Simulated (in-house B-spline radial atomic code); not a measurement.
Checks on a self-consistent run for neutral thulium, [Kr] 4d10 (4f5/2)6 (4f7/2)7 5s2 (5p1/2)2 (5p3/2)3 6s2 (6f5/2)1. All numbers are computed (Dirac-Hartree-Fock, average of the jj configuration; Fermi nucleus of rms radius 5.2256 fm) with an all-electron radial atomic-structure program (B-spline basis), not measured.

```csv
orbital,q,ε (Eh),<1/r>,<r²>,small-component weight
1s1/2,2,-2196.15530,79.0658,0.000548419,0.066859
2s1/2,2,-375.50367,19.0706,0.00844546,0.014993
2p1/2,2,-357.08480,18.9993,0.00610376,0.015004
2p3/2,4,-320.97329,16.4115,0.00731404,0.013746
3s1/2,2,-86.72102,7.00097,0.0554019,0.0048728
3p1/2,2,-78.64100,6.90273,0.0513604,0.0047989
3p3/2,4,-70.86797,6.24463,0.0580478,0.0044496
3d3/2,4,-57.28360,6.11252,0.045763,0.0043054
3d5/2,6,-55.58647,5.95351,0.0475868,0.0042067
4s1/2,2,-18.40547,2.89869,0.280741,0.0015339
4p1/2,2,-15.12342,2.78583,0.293982,0.0014483
4p3/2,4,-13.32929,2.56765,0.330368,0.0013262
4d3/2,4,-7.93047,2.3405,0.374528,0.0011388
4d5/2,6,-7.54777,2.28413,0.389064,0.0011021
4f5/2,6,-0.95255,1.74146,0.733261,0.00069009
4f7/2,7,-0.88276,1.71233,0.767727,0.00067187
5s1/2,2,-2.73837,1.06614,1.73045,0.00029528
5p1/2,2,-1.76878,0.943471,2.18718,0.00023646
5p3/2,3,-1.54353,0.868283,2.52531,0.00020594
6s1/2,2,-0.41292,0.351009,14.0787,3.5084e-05
6f5/2,1,-0.02008,0.040547,1110.99,5.5157e-07
```

Electron-electron repulsion V_ee = 5031.2504 hartree.

**Question.** What total energy follows from the eigenvalues?

**Answer.** The eigenvalues count the repulsion twice, so E = Σqε - V_ee = -8541.999 - 5031.250 = -13573.249 hartree; the run printed -13573.249.

**Question.** Does the Dirac virial theorem hold?

**Answer.** For a point nucleus E = -2c²Σq·w, with w the small-component weight. Here Σq·w = 0.36133 and c = 137.0360, so the ratio E/(-2c²Σq·w) is 1.000186; the finite nucleus accounts for the departure from 1.

**Question.** What diamagnetic shielding (Lamb formula) and susceptibility (Langevin formula) do the radii give?

**Answer.** σ = (α²/3)Σq<1/r> = 487.383/(3·137.036²) = 8651.3 ppm, and χ = -0.79199×10⁻⁶·Σq<r²> = -927.9×10⁻⁶ cm³/mol with Σq<r²> = 1171.6 bohr². Both are non-relativistic formulas without the paramagnetism of open shells; for so heavy an element the full relativistic shielding is larger by tens of per cent.
